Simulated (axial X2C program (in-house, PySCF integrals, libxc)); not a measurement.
NaRh at several levels of theory

Computed with an in-house relativistic program for diatomic molecules. Spin-free means the one-electron spin-free X2C Hamiltonian; two-component (2c) means X2C with spin–orbit coupling and atomic mean-field two-electron Coulomb and Gaunt terms, so the difference of the two also holds small scalar two-electron terms. Basis: Rh dyall-cv3z [12s12p8d5f3g], Na dyall-cv3z [9s8p5d2f] (cores contracted in-house); Gaussian nuclei, density fitting, unrestricted open shells. Masses: Rh 102.906 u, Na 22.990 u.

Input file and command:
```json
{
 "zs": [
  45,
  11
 ],
 "q": 0,
 "bas": [
  "dyall-cv3z",
  "dyall-cv3z"
 ],
 "levels": [
  "PBE0",
  "HF",
  "PW91",
  "TPSSh",
  "M06"
 ],
 "cc": true,
 "r0": 2.8,
 "thr": -2.0,
 "nmax": 140
}
```
```bash
python so2c.py task.json out
```

Keys: zs atomic numbers; q charge; bas basis sets; levels methods; cc coupled cluster on or off; r0 starting distance in Å; thr threshold in hartree for freezing inner shells (an s shell follows its p shell); nmax most natural virtual spinors. HF also brings MP2.

State, spin-free: M_S = 1, Λ = 2 (beyond evenly filled blocks: σα, δ+α, δ+β, δ-α); electrons by block: σα: 13, σβ: 12, π+α: 6, π+β: 6, π-α: 6, π-β: 6, δ+α: 2, δ+β: 2, δ-α: 2, δ-β: 1. Fragments: Rh + Na.

State, 2c: Ω = 3 (⟨Sz⟩ = 0.99, ⟨Lz⟩ = 2.01 at PBE0); electrons by block: 1/2: 19, -1/2: 18, 3/2: 8, -3/2: 8, 5/2: 2, -5/2: 1. Fragments: Rh + Na.

| Hamiltonian | level | Re (Å) | ωe (cm⁻¹) | Be (cm⁻¹) | αe (cm⁻¹) | De (eV) | D0 (eV) | k (mdyn/Å) | μ (D) |
| --- | --- | --- | --- | --- | --- | --- | --- | --- | --- |
| spin-free | PBE0 | 2.734 | 199.5 | 0.12 | 0.000746 | 1.24 | 1.22 | 0.441 | 4.57 |
| spin-free | HF | 3.068 | 114.9 | 0.09532 | 0.00129 | 0.234 | 0.227 | 0.146 | 2.70 |
| spin-free | CCSD | 2.724 | 210.5 | 0.1209 | n/a | 1.21 | 1.20 | 0.491 | n/a |
| spin-free | CCSD(T) | 2.705 | 217.4 | 0.1226 | n/a | 1.29 | 1.28 | 0.523 | n/a |
| spin-free | PW91 | 2.690 | 211.6 | 0.124 | 0.00078 | 1.64 | 1.63 | 0.496 | 4.79 |
| spin-free | TPSSh | 2.725 | 202.5 | 0.1208 | 0.000753 | 1.34 | 1.33 | 0.454 | 4.73 |
| spin-free | M06 | 2.753 | 194.8 | 0.1183 | 0.000737 | 1.74 | 1.73 | 0.42 | 6.27 |
| 2c | PBE0 | 2.735 | 199.3 | 0.1199 | 0.000744 | n/a | n/a | 0.44 | 4.56 |
| 2c | HF | 3.067 | 115.0 | 0.0954 | 0.00129 | n/a | n/a | 0.146 | 2.70 |
| 2c | CCSD | 2.724 | 209.3 | 0.1209 | 0.000503 | n/a | n/a | 0.485 | n/a |
| 2c | CCSD(T) | 2.704 | 215.3 | 0.1227 | 0.000442 | n/a | n/a | 0.513 | n/a |
| 2c | PW91 | 2.691 | 211.3 | 0.1238 | 0.000779 | n/a | n/a | 0.494 | 4.78 |
| 2c | TPSSh | 2.726 | 202.3 | 0.1207 | 0.000752 | n/a | n/a | 0.453 | 4.72 |
| 2c | M06 | 2.754 | 194.9 | 0.1183 | 0.000727 | n/a | n/a | 0.421 | 6.27 |

Correlated methods: 18 electrons correlated (number of frozen shells: Rh 4 s, 3 p, 1 d; Na 1 s), 302 virtual spin orbitals or spinors in MP2, 140 natural virtuals in coupled cluster.

Dipoles are positive if Na is the positive end.

The state is one determinant whose occupation by symmetry is held fixed; it was picked as the lowest of a PBE0 search that is not exhaustive. De is counted from the lowest determinant-based energies of the atoms at the same level, without counterpoise correction. De is not given where an atomic determinant may have missed its ground term or J level, or where the truncated virtual space spoils (T). Density functionals use the spin component along the axis (collinear). Coupled cluster ran in a truncated set of natural virtual spinors; the MP2 energy of the rest was added. (T) has no such correction and the atoms are truncated less, which lowers De at CCSD(T) by a hundredth of an eV or more. PBE0 can misorder states that lie within some tenths of an eV, so this need not be the ground state of the molecule. The nearest other spin-free determinant of the search, M_S = 1, Λ = 3, lies 0.25 eV up at the distance of the search. Without a current term, density functionals place determinants with orbital angular momentum somewhat too high. With several unpaired electrons one determinant need not be a pure state. The determinant is spin-polarised beyond a pure state at some levels (its spin-free form has ⟨S²⟩ too high), which makes Re and μ there less reliable. The T1 diagnostic is large, a sign of multireference character.

No reliable constants came from MP2 (2c), MP2 (spin-free): no minimum in range, unconverged points, a curve that is not smooth, a change of character along it, or the two Hamiltonians disagreeing along it.

Rough cost a point (2c) on 2 thread(s) of a shared host, integrals apart: PBE0 0.7 s, HF 0.6 s, CCSD(T) 30 s, PW91 0.5 s, TPSSh 1.2 s, M06 1.3 s.

The whole task took 11 min on 2 threads of Arm Neoverse V1 (shared host).
